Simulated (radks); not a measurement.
Question: The mean radii <r> (bohr) of the occupied orbitals of an atom or ion are listed with their occupations. All-electron calculation, Dirac Kohn-Sham, LDA (Slater exchange, Perdew-Wang correlation), spin-unpolarised, spherical densities, point nucleus. Program: a radial shooting solver on a logarithmic mesh with Libxc functionals.

| orbital | occ. | <r> |
|---|---|---|
| 1s1/2 | 2 | 0.03711 |
| 2s1/2 | 2 | 0.1625 |
| 2p1/2 | 2 | 0.1387 |
| 2p3/2 | 4 | 0.1431 |
| 3s1/2 | 2 | 0.4588 |
| 3p1/2 | 2 | 0.4550 |
| 3p3/2 | 4 | 0.4655 |
| 3d3/2 | 4 | 0.4494 |
| 3d5/2 | 6 | 0.4529 |
| 4s1/2 | 2 | 1.168 |
| 4p1/2 | 2 | 1.263 |
| 4p3/2 | 3 | 1.287 |

Name the element and its charge. Open shells, if any, fill j = l - 1/2 first.

Answer: Z = 40, zirconium, charge +5: Zr5+ in [Ar] 3d10 4s2 4p5. The 1s radius gives Z: for a bare nucleus <r> = (2 gamma + 1)/(2Z) with gamma = sqrt(1 - (Z/c)^2), 0.03641 bohr for Z = 40, and screening makes it slightly larger (0.03711 here). The occupations add up to 35, and the charge is Z minus that.
